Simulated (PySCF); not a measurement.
Bonds: Si1-N2 1.700 Å, Si1-N5 1.700 Å, Si1-Cl8 2.070 Å, Si1-Cl9 2.071 Å. N2 carries H3, H4; N5 carries H6, H7.

Method: PBE0-D3(BJ)/def2-SVP geometry, σ from GIAO-B3LYP/pcSseg-1, in PySCF 2.14.0 with density-fitted response routines (in vacuum, equivalent nuclei averaged, single conformer, non-relativistic).

Chemical shifts δ = σref − σ; ¹H (σref 31.38) and ²⁹Si (σref 337.86) against TMS; ¹⁵N (σref 263.54) vs NH3; ³⁵Cl (σref 930.46) against HCl, all at this level.

```csv
atoms,nucleus,count,δ (ppm)
N2/N5,¹⁵N,2,45.7
H3/H4/H6/H7,¹H,4,?
Si1,²⁹Si,1,?
Cl8/Cl9,³⁵Cl,2,97
```

Fill in the missing shifts.

Answers


- H3/H4/H6/H7: 1.11 ppm, hydrogen on a nitrogen bonded to Si
- Si1: -16.3 ppm, silicon bonded to 2 Cl, 2 N

OH and NH positions are those of a molecule without intermolecular hydrogen bonds; in solution they move with solvent, concentration and temperature, and exchange usually removes their couplings. Experimental scales use liquid or dissolved standards, which lie at an offset from isolated NH3 (liquid NH3: subtract about 20 ppm).
